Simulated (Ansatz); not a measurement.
Input (CCSDT(Q)/cc-pVDZ; Ansatz, a program for electronic structure):

Ansatz 0.2 input:
```yaml
crystal:
  periodic: [false, false, false]
  atoms:
    - {symbol: Ga, position_ang: [-0.00000000, -0.00000000, -1.21393053]}
    - {symbol: As, position_ang: [0.00000000, 0.00000000, 1.14035899]}
basis:
  gaussian:
    orbitals: cc-pVDZ
magnetization: {spin_polarized: true, initial_magnetization: 2}
correlation: {method: ccsdt_q, electrons: outside_noble_gas}
```

Output:

```
mean field evaluation 544: about -113125.7942 eV, gradient 3.2e-2 eV
mean field evaluation 576: about -113126.7561 eV, gradient 3.2e0 eV
mean field evaluation 608: about -113124.8753 eV, gradient 3.7e-2 eV
mean field evaluation 640: about -113124.8753 eV, gradient 1.4e-2 eV
mean field evaluation 672: about -113124.8725 eV, gradient 2.8e-1 eV
mean field evaluation 704: about -113127.3201 eV, gradient 6.6e0 eV
mean field evaluation 736: about -113128.0699 eV, gradient 3.4e-1 eV
mean field evaluation 768: about -113127.7763 eV, gradient 1.8e-3 eV
mean field evaluation 800: about -113125.7943 eV, gradient 6.0e-4 eV
mean field evaluation 832: about -113124.5373 eV, gradient 1.0e0 eV
mean field evaluation 864: about -113124.5322 eV, gradient 6.3e-1 eV
mean field evaluation 896: about -113124.4683 eV, gradient 3.4e-3 eV
mean field evaluation 928: about -113123.2455 eV, gradient 4.7e0 eV
mean field evaluation 960: about -113124.8046 eV, gradient 1.5e0 eV
mean field evaluation 992: about -113120.5507 eV, gradient 8.7e-1 eV
mean field evaluation 1024: about -113127.7763 eV, gradient 9.7e-4 eV
mean field evaluation 1056: about -113125.7942 eV, gradient 2.7e-2 eV
mean field evaluation 1088: about -113124.4683 eV, gradient 4.6e-4 eV
mean field evaluation 1120: about -113125.8929 eV, gradient 9.7e0 eV
mean field evaluation 1152: about -113123.3287 eV, gradient 2.7e0 eV
mean field evaluation 1184: about -113127.7823 eV, gradient 1.5e-1 eV
mean field evaluation 1216: about -113127.0501 eV, gradient 3.0e0 eV
mean field evaluation 1248: about -113127.7334 eV, gradient 6.9e-1 eV
mean field evaluation 1280: about -113128.0759 eV, gradient 5.9e-4 eV
mean field evaluation 1312: about -113128.0779 eV, gradient 1.4e-1 eV
mean field evaluation 1344: about -113127.7763 eV, gradient 2.0e-2 eV
mean field evaluation 1376: about -113124.9210 eV, gradient 6.2e0 eV
mean field evaluation 1408: about -113126.0687 eV, gradient 2.3e-3 eV
mean field evaluation 1440: about -113124.8738 eV, gradient 1.2e-1 eV
mean field -113128.08167991 eV, -4157.3803207687 hartree, gradient 6.4e-6 eV, S^2 2.100698; 21 other end points of the search recorded, 0 dependent functions left out
determinant -113128.08167991 eV, -4157.3803207687 hartree, with singles and doubles -113131.68649712 eV, -4157.5127953578 hartree
determinant -113128.07594677 eV, -4157.3801100800 hartree, with singles and doubles -113131.69237915 eV, -4157.5130115185 hartree
determinant -113127.77630360 eV, -4157.3690983963 hartree, with singles and doubles -113131.63429522 eV, -4157.5108769733 hartree
determinant -113126.06870658 eV, -4157.3063453634 hartree, with singles and doubles -113129.22424313 eV, -4157.4223091926 hartree
determinant -113125.79426675 eV, -4157.2962598857 hartree, with singles and doubles -113129.13903224 eV, -4157.4191777503 hartree
determinant -113124.87526445 eV, -4157.2624871741 hartree, with singles and doubles -113128.60746495 eV, -4157.3996430125 hartree
determinant -113124.69066311 eV, -4157.2557031998 hartree, with singles and doubles -113128.89308454 eV, -4157.4101393388 hartree
determinant -113124.64821251 eV, -4157.2541431691 hartree, with singles and doubles -113128.77003335 eV, -4157.4056172910 hartree
determinant -113128.08167991 eV, -4157.3803207687 hartree, with singles and doubles -113131.68980652 eV, -4157.5129169762 hartree
determinant -113128.07594677 eV, -4157.3801100800 hartree, with singles and doubles -113131.69226731 eV, -4157.5130074085 hartree
determinant -113127.77630360 eV, -4157.3690983963 hartree, with singles and doubles -113131.63564973 eV, -4157.5109267506 hartree
28 core orbitals not correlated
reference -113127.77630360 eV, -4157.3690983963 hartree; 5, 3 occupied and 21, 23 virtual orbitals, 1050 factors
second order -3.14271133 eV of doubles, -0.00000000 eV of singles
coupled cluster: 0.17 GiB planned
cycle   1  -3.59423972 eV  change   -4.5e-1 eV  update   9.5e-2
cycle   2  -3.87378578 eV  change   -2.8e-1 eV  update   4.9e-2
cycle   3  -4.06097287 eV  change   -1.9e-1 eV  update   3.5e-2
cycle   4  -4.05638473 eV  change    4.6e-3 eV  update   1.6e-2
cycle   5  -4.06962147 eV  change   -1.3e-2 eV  update   1.0e-2
cycle   6  -4.07765651 eV  change   -8.0e-3 eV  update   5.8e-3
cycle   7  -4.07571321 eV  change    1.9e-3 eV  update   3.0e-3
cycle   8  -4.07726457 eV  change   -1.6e-3 eV  update   1.9e-3
cycle   9  -4.07897734 eV  change   -1.7e-3 eV  update   1.2e-3
cycle  10  -4.07781210 eV  change    1.2e-3 eV  update   7.2e-4
cycle  11  -4.07867867 eV  change   -8.7e-4 eV  update   4.2e-4
cycle  12  -4.07869755 eV  change   -1.9e-5 eV  update   2.3e-4
cycle  13  -4.07879686 eV  change   -9.9e-5 eV  update   1.1e-4
cycle  14  -4.07880663 eV  change   -9.8e-6 eV  update   6.1e-5
cycle  15  -4.07873844 eV  change    6.8e-5 eV  update   3.9e-5
cycle  16  -4.07874404 eV  change   -5.6e-6 eV  update   2.3e-5
cycle  17  -4.07876036 eV  change   -1.6e-5 eV  update   1.4e-5
cycle  18  -4.07876729 eV  change   -6.9e-6 eV  update   8.0e-6
cycle  19  -4.07876736 eV  change   -7.5e-8 eV  update   4.7e-6
cycle  20  -4.07876070 eV  change    6.7e-6 eV  update   3.0e-6
cycle  21  -4.07875660 eV  change    4.1e-6 eV  update   1.4e-6
cycle  22  -4.07875579 eV  change    8.1e-7 eV  update   6.7e-7
coupled cluster: 0.17 GiB planned
perturbative correction -0.01646136 eV, -0.0006049437 hartree
Total energy: -113131.87152075 eV, -4157.5195948507 hartree
```

The determinant is spin-contaminated: <S^2> is 2.08, 0.08 over the pure value. The run finds its determinant to be a saddle point of the SCF energy.
